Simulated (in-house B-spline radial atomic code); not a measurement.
A fraction x of an electron is removed from 5p in Dy III (Dy2+), starting from [Xe] 4f10 and keeping the highest spin. All numbers are computed (scalar-relativistic (X2C) revTPSS, spin-polarised, spherical fractional occupations; Fermi nucleus of rms radius 5.2218 fm) with a B-spline radial code for spherical atoms, not measured.

```tsv
x	E(x) - E(0) (eV)	5p down level (eV)
0	0.0000	-38.916
0.09	3.5519	-40.015
0.14	5.5679	-40.628
0.33	?	?
0.41	16.9880	-43.974
0.5	20.9963	-45.100
0.54	22.8104	-45.603
0.73	31.7025	-48.002
0.87	?	?
0.97	43.5896	-51.063
1	45.1273	-51.447
```

**Question.** What belongs in the row x = 0.33?

**Answer.** An energy change of 13.5100 eV; 5p down at -42.977 eV.

**Question.** What belongs in the row x = 0.87?

**Answer.** An energy change of 38.5474 eV; 5p down at -49.784 eV.

**Question.** Check Janak's theorem between x = 0.09 and 0.14.

**Answer.** The slope of the energy is 40.32 eV; the orbital levels give 40.32 eV (-ε of the emptying orbital, averaged over the two points).
